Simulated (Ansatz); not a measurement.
Start from `CBBF` and change one atom or group to get `C#CBBC`.

Ansatz, PBE0-D4/def2-TZVP geometries, multiplicity 1. Each molecule was computed in one conformer, which needn't be the lowest.

| property | `CBBF` |
| --- | --- |
| HOMO–LUMO gap (PBE/def2-TZVPP) / eV | 3.88 |
| LUMO energy (PBE/def2-TZVPP) / eV | -2.51 |
| HOMO energy (PBE0/def2-TZVPP) / eV | -7.81 |
| zero-point energy (PBE0-D4/def2-TZVP) / kJ/mol | 165.5 |
| LUMO energy (ωB97M-V/def2-TZVPP) / eV | 0.45 |
| LUMO energy (B3LYP/def2-TZVPP) / eV | -1.72 |

Give the same properties after the change, and the shifts. (An estimate is asked.)

Ansatz gave: 
```tsv
property	`C#CBBC`	shift
HOMO–LUMO gap (PBE/def2-TZVPP) / eV	3.21	-0.67
LUMO energy (PBE/def2-TZVPP) / eV	-2.97	-0.46
HOMO energy (PBE0/def2-TZVPP) / eV	-7.40	0.41
zero-point energy (PBE0-D4/def2-TZVP) / kJ/mol	207.9	42.4
LUMO energy (ωB97M-V/def2-TZVPP) / eV	-0.07	-0.52
LUMO energy (B3LYP/def2-TZVPP) / eV	-2.23	-0.51
```

With PBE0 the HOMO rises by 0.41 eV and the LUMO falls by 0.55 eV, so the gap narrows by about 0.96 eV. PBE moves the HOMO by 0.20 eV and ωB97M-V by 0.49 eV. The zero-point energy changes by 42.4 kJ/mol with +6 modes.

B3LYP here is the variant with VWN-RPA as its local correlation; programs differ in this.
